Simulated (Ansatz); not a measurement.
Basis sets compared for the cluster RbBr2. Charge 0, multiplicity 2. Geometry PBE-D4/def2-TZVP. Ansatz on 4 threads of AMD EPYC 9R45 on a shared host; times are rough, and most runs start from earlier orbitals.

| atom | x (Å) | y (Å) | z (Å) |
| --- | --- | --- | --- |
| Rb1 | -1.162 | 0.629 | 1.356 |
| Br2 | -0.451 | -1.283 | -1.113 |
| Br3 | 1.613 | 0.654 | -0.242 |

In the def2 sets Rb takes a core potential; there is no spin–orbit coupling. In the doublet, Br2 and Br3 lie 2.96 Å apart (atoms count from 1), so these atoms are partly bonded to each other. The structure comes from a short search, and lower isomers may exist.

Binding counts from free atoms (Rb doublet, Br doublet) in the same basis, without a counterpoise term.

```csv
level,functions,energy (Eh),HOMO (eV),LUMO (eV),binding per atom (eV),wall time
PBE-D4/def2-SVP,88,-5171.0969,-4.89,-4.07,1.82,0.5 s
PBE-D4/def2-TZVP,129,-5171.7211,-5.07,-4.22,1.79,0.7 s
r2SCAN-D4/def2-TZVP (with forces),129,-5172.4811,-5.42,-4.12,1.81,1.6 s
PBE0-D4/def2-SVP,88,-5171.2742,-6.17,-3.29,1.76,0.7 s
PBE0-D4/def2-TZVP,129,-5171.8970,-6.33,-3.42,1.74,2.2 s
```

Q: Estimate the rows for PBE-D4/def2-TZVPD, r2SCAN-D4/def2-TZVPD, PBE0-D4/def2-TZVPD.

A: 
```tsv
level	functions	energy (Eh)	HOMO (eV)	LUMO (eV)	binding per atom (eV)	wall time
PBE-D4/def2-TZVPD	147	-5171.7221	-5.10	-4.25	1.79	1 s
r2SCAN-D4/def2-TZVPD	147	-5172.4821	-5.43	-4.13	1.82	1.9 s
PBE0-D4/def2-TZVPD	147	-5171.8979	-6.35	-3.44	1.74	1.3 s
```
